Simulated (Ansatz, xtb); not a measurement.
CH4ISi−: where a starting geometry ends

The starting geometry of this gas-phase singlet has its atoms placed at random.

```xyz
7

C    -0.1178   -0.2682    0.4196
I     1.1169   -0.2016   -1.2719
Si   -1.1653    1.3737   -0.5662
H    -0.1461    0.2409   -0.4796
H    -0.1971    1.7994    1.0104
H    -0.2550    0.6051    1.2770
H     0.1081   -1.6468    0.5718
```

Question: One run relaxed it with r2SCAN-D4/def2-SVPD. What is a likely outcome?

Answer: It ends as `C[SiH-]I`. Distances that change by over a tenth: C1–H6 (1.23 → 1.11 Å). Contacts that open: C1–I2 (2.10 → 3.52 Å), I2–H4 (1.56 → 3.46 Å), Si3–H4 (1.53 → 2.61 Å). Contacts that close: C1–Si3 (2.18 → 1.95 Å), C1–H7 (1.41 → 1.10 Å), I2–Si3 (2.86 → 2.72 Å), Si3–H5 (1.90 → 1.55 Å).

The energy falls by 12.50 eV over 23 steps:

```json
{"step": "1", "E − E(last) (eV)": "12.502"}
{"step": "3", "E − E(last) (eV)": "6.299"}
{"step": "6", "E − E(last) (eV)": "2.170"}
{"step": "8", "E − E(last) (eV)": "1.319"}
{"step": "11", "E − E(last) (eV)": "1.015"}
{"step": "13", "E − E(last) (eV)": "0.639"}
{"step": "16", "E − E(last) (eV)": "0.114"}
{"step": "18", "E − E(last) (eV)": "0.061"}
{"step": "21", "E − E(last) (eV)": "0.005"}
{"step": "23", "E − E(last) (eV)": "0.000"}
```

Final geometry (Å):

```xyz
7

C    -0.3046   -0.2872    0.7288
I     0.9139    0.5549   -2.4664
Si   -0.7927    1.1968   -0.4466
H     0.7802   -0.4435    0.8468
H     0.2240    2.1820    0.1738
H    -0.7233   -0.0630    1.7295
H    -0.7539   -1.2377    0.3953
```

From the same start GFN2-xTB reaches the same bonding as this run.

From so rough a start the end depends on the optimiser's path, so another program may land elsewhere. The end wasn't checked by frequencies. Atoms past krypton carry core potentials, without spin–orbit terms. Run with Ansatz 0.2.0, 69 s on 2 threads of Arm Neoverse V1, with other jobs on the host.
